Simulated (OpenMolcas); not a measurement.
Mn4+: moving or changing the point charges

Mn4+ among 6 point charges of -2.2 e arranged as an octahedron (Oh), 1.66 Å from the ion.
```
   1.6600    0.0000    0.0000  -2.20
   0.0000    1.6600    0.0000  -2.20
  -1.6600    0.0000    0.0000  -2.20
   0.0000   -1.6600    0.0000  -2.20
   0.0000    0.0000    1.6600  -2.20
   0.0000    0.0000   -1.6600  -2.20
```

* Program: OpenMolcas 26.06
* Method: CASSCF
* Basis: ANO-RCC-VTZP [6s5p3d2f1g]
* Scalar Hamiltonian: DKH2, point nucleus
* Active space: 3 electrons in 5 orbitals (3d)
* State averaging: 2S+1 = 4 even, 10 roots; 2S+1 = 2 even, 40 roots
* Spin-orbit coupling: RASSI with atomic mean-field integrals over the reference wave functions

Runs around this geometry, states (labels of O, the rotations of Oh). Energies in cm-1 above the lowest state or level, χT in cm3 K/mol; 10Dq and B are least-squares fits to the states below 45000 cm-1, weighted by degeneracy, with a free offset, and given where the rms deviation is under 5 % of |10Dq| (or 100 cm-1) and under 700 cm-1.

| R (Å) | q (e) | Ground state | First state of that spin | 10Dq | B (rms of fit) | First gap with spin-orbit (degeneracies) | χT at 300 K | First state of another spin |
| --- | --- | --- | --- | --- | --- | --- | --- | --- |
| 1.66 | -1.76 | 4A2 | 4T2 5479 | 5746 | 1322 (124) | 5352 (4, 2) | 1.615 | 2E 22743 |
| 1.66 | -2.2 | 4A2 | 4T2 6761 | 7087 | 1320 (147) | 6627 (4, 2) | 1.664 | 2E 22888 |
| 1.77 | -2.2 | 4A2 | 4T2 4988 | 5228 | 1323 (114) | 4865 (4, 2) | 1.591 | 2E 22682 |

Taking |10Dq| as R^-n, n = -ln(5228 / 7087) / ln(1.77 / 1.66) = 4.7 between the shortest and longest distance. The point-charge formula for a cubic d site gives n = 5.

Scaling the charges by -1.76 / -2.2 = 0.80 scales |10Dq| by 5746 / 7087 = 0.81; with fixed orbitals a first-order splitting would follow the charge.

Without dynamic correlation the repulsion within the d shell is too large (B by tens of per cent), so at a given field states of lower spin stand too high. This field is weak: 10Dq is about 5746 cm-1, while octahedral complexes of 3d ions of charge 3 and more, computed by the same method with explicit ligands, had a median near 15000 cm-1. Ground spin and moment need not be those of a real site (figures for R = 1.66, q = -1.76; the like holds for R = 1.66, q = -2.2, R = 1.77, q = -2.2). Point charges carry no covalency, so the field is a model and not that of real ligands. No measured value stands beside these numbers.
